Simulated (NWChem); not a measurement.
System: C2H5ClOSi; SMILES Cl[SiH]1COC1

Input file for NWChem:

```
start job
memory heap 200 mb stack 900 mb global 1100 mb
geometry units angstroms
  Cl     1.453736    -1.103315    -0.587290
  Si     0.132798    -0.159883     0.591568
  C     -1.700786    -0.088015     0.025566
  O     -1.688567     1.346077    -0.022452
  C     -0.305224     1.665310     0.186160
  H      0.358817    -0.468625     1.998228
  H     -2.470928    -0.429863     0.720038
  H     -1.930378    -0.497434    -0.964047
  H      0.127187     2.087602    -0.727274
  H     -0.211284     2.409056     0.980066
end
basis spherical
  * library def2-svp
end
dft
  xc pbe0
  iterations 150
end
driver
  maxiter 120
end
task dft optimize
task dft freq
```

Output (shortened):

```
             Northwest Computational Chemistry Package (NWChem) 7.3.0
             --------------------------------------------------------

 CS  symmetry detected

                             Geometry "geometry" -> ""
                             -------------------------

 Output coordinates in angstroms (scale by  1.889725989 to convert to a.u.)

  No.       Tag          Charge          X              Y              Z
 ---- ---------------- ---------- -------------- -------------- --------------
    1 Cl                  17.0000    -0.29267631    -1.96916703     0.00000000
    2 Si                  14.0000     0.60533582    -0.17522680     0.00000000
    3 C                    6.0000    -0.11918782     1.20344409    -1.12333569
    4 O                    8.0000    -0.39194541     2.05361521     0.00000000
    5 C                    6.0000    -0.11918782     1.20344409     1.12333569
    6 H                    1.0000     2.05719153    -0.30642727     0.00000000
    7 H                    1.0000     0.55233110     1.71095999    -1.81886411
    8 H                    1.0000    -1.04762043     0.97163557    -1.65620397
    9 H                    1.0000    -1.04762043     0.97163557     1.65620397
   10 H                    1.0000     0.55233110     1.71095999     1.81886411

 Effective nuclear repulsion energy (a.u.)     285.4241170713

      Symmetry information
      --------------------

 Group name             Cs
 Group number              2
 Group order               2
 No. of unique centers     7

                                Z-matrix (autoz)
                                --------

 Units are Angstrom for bonds and degrees for angles

      Type          Name      I     J     K     L     M      Value
      ----------- --------  ----- ----- ----- ----- ----- ----------
    1 Stretch                  1     2                       2.00615
    2 Stretch                  2     3                       1.92030
    3 Stretch                  2     5                       1.92030
    4 Stretch                  2     6                       1.45777
    5 Stretch                  3     4                       1.43495
    6 Stretch                  3     7                       1.09191
    7 Stretch                  3     8                       1.09529
    8 Stretch                  4     5                       1.43495
    9 Stretch                  5     9                       1.09529
   10 Stretch                  5    10                       1.09191
   11 Bend                     1     2     3               118.23648
   12 Bend                     1     2     5               118.23648
   13 Bend                     1     2     6               111.42802
   14 Bend                     2     3     4                92.24294
   15 Bend                     2     3     7               118.31277
   16 Bend                     2     3     8               116.90215
   17 Bend                     2     5     4                92.24294
   18 Bend                     2     5     9               116.90215
   19 Bend                     2     5    10               118.31277
   20 Bend                     3     2     5                71.60306
   21 Bend                     3     2     6               116.12823
   22 Bend                     3     4     5               103.04299
   23 Bend                     4     3     7               109.88757
   24 Bend                     4     3     8               110.18945
   25 Bend                     4     5     9               110.18945
   26 Bend                     4     5    10               109.88757
   27 Bend                     5     2     6               116.12823
   28 Bend                     7     3     8               108.04575
   29 Bend                     9     5    10               108.04575
   30 Torsion                  1     2     3     4         118.95610
   31 Torsion                  1     2     3     7        -126.97741
   32 Torsion                  1     2     3     8           4.92853
   33 Torsion                  1     2     5     4        -118.95610
   34 Torsion                  1     2     5     9          -4.92853
   35 Torsion                  1     2     5    10         126.97741
   36 Torsion                  2     3     4     5          -8.05033
   37 Torsion                  2     5     4     3           8.05033
   38 Torsion                  3     2     5     4          -6.16767
   39 Torsion                  3     2     5     9         107.85990
   40 Torsion                  3     2     5    10        -120.23416
   41 Torsion                  3     4     5     9        -111.74223
   42 Torsion                  3     4     5    10         129.31009
   43 Torsion                  4     3     2     5           6.16767
   44 Torsion                  4     3     2     6        -104.55128
   45 Torsion                  4     5     2     6         104.55128
   46 Torsion                  5     2     3     7         120.23416
   47 Torsion                  5     2     3     8        -107.85990
   48 Torsion                  5     4     3     7        -129.31009
   49 Torsion                  5     4     3     8         111.74223
   50 Torsion                  6     2     3     7           9.51521
   51 Torsion                  6     2     3     8         141.42116
   52 Torsion                  6     2     5     9        -141.42116
   53 Torsion                  6     2     5    10          -9.51521

                           NWChem Geometry Optimization
                           ----------------------------

[...]

      ----------------------
      Optimization converged
      ----------------------

  Step       Energy      Delta E   Gmax     Grms     Xrms     Xmax
  ---- ---------------- -------- -------- -------- -------- --------
@   15    -903.34259424 -2.1D-07  0.00004  0.00001  0.00040  0.00118
                                     ok       ok       ok       ok

                                Z-matrix (autoz)
                                --------

 Units are Angstrom for bonds and degrees for angles

[...]

 Rotational Constants
 --------------------
 A=   0.273374 cm-1  (  0.393316 K)
 B=   0.060711 cm-1  (  0.087348 K)
 C=   0.055816 cm-1  (  0.080304 K)

 Temperature                      =   298.15K
 frequency scaling parameter      =   1.0000

 Zero-Point correction to Energy  =   43.427 kcal/mol  (  0.069205 au)
 Thermal correction to Energy     =   47.144 kcal/mol  (  0.075128 au)
 Thermal correction to Enthalpy   =   47.736 kcal/mol  (  0.076072 au)

 Total Entropy                    =   78.432 cal/mol-K
   - Translational                =   39.929 cal/mol-K (mol. weight = 107.9798)
   - Rotational                   =   26.945 cal/mol-K (symmetry #  =        1)
   - Vibrational                  =   11.559 cal/mol-K

 Cv (constant volume heat capacity) =   20.230 cal/mol-K
   - Translational                  =    2.979 cal/mol-K
   - Rotational                     =    2.979 cal/mol-K
   - Vibrational                    =   14.271 cal/mol-K

[normal modes left out]

 ----------------------------------------------------------------------------
 Normal Eigenvalue ||           Projected Infra Red Intensities
  Mode   [cm**-1]  || [atomic units] [(debye/angs)**2] [(KM/mol)] [arbitrary]
 ------ ---------- || -------------- ----------------- ---------- -----------
    1       -0.000 ||    0.000000           0.000         0.000       0.000
    2       -0.000 ||    0.000001           0.000         0.001       0.000
    3        0.000 ||    0.000022           0.000         0.021       0.009
    4        0.000 ||    0.000002           0.000         0.002       0.001
    5        0.000 ||    0.000041           0.001         0.040       0.017
    6        0.000 ||    0.000081           0.002         0.079       0.033
    7       76.303 ||    0.011787           0.272        11.491       4.776
    8      178.497 ||    0.005574           0.129         5.434       2.259
    9      233.192 ||    0.000126           0.003         0.123       0.051
   10      399.682 ||    0.003540           0.082         3.451       1.435
   11      582.539 ||    0.102984           2.376       100.393      41.731
   12      595.721 ||    0.009911           0.229         9.662       4.016
   13      701.506 ||    0.027103           0.625        26.421      10.983
   14      754.268 ||    0.046489           1.073        45.320      18.838
   15      780.126 ||    0.067844           1.565        66.137      27.492
   16      827.627 ||    0.034298           0.791        33.436      13.898
   17      881.313 ||    0.047907           1.105        46.702      19.413
   18      966.046 ||    0.051031           1.177        49.748      20.679
   19     1069.684 ||    0.110377           2.546       107.601      44.727
   20     1162.643 ||    0.003743           0.086         3.649       1.517
   21     1196.451 ||    0.007256           0.167         7.073       2.940
   22     1222.779 ||    0.000630           0.015         0.615       0.255
   23     1256.294 ||    0.001369           0.032         1.334       0.555
   24     1444.504 ||    0.000674           0.016         0.657       0.273
   25     1469.424 ||    0.002647           0.061         2.581       1.073
   26     2248.514 ||    0.118141           2.726       115.170      47.873
   27     3033.349 ||    0.039571           0.913        38.576      16.035
   28     3039.615 ||    0.024355           0.562        23.743       9.869
   29     3135.728 ||    0.013142           0.303        12.811       5.325
   30     3136.054 ||    0.009694           0.224         9.451       3.928
 ----------------------------------------------------------------------------
```

Level: PBE0/def2-SVP.
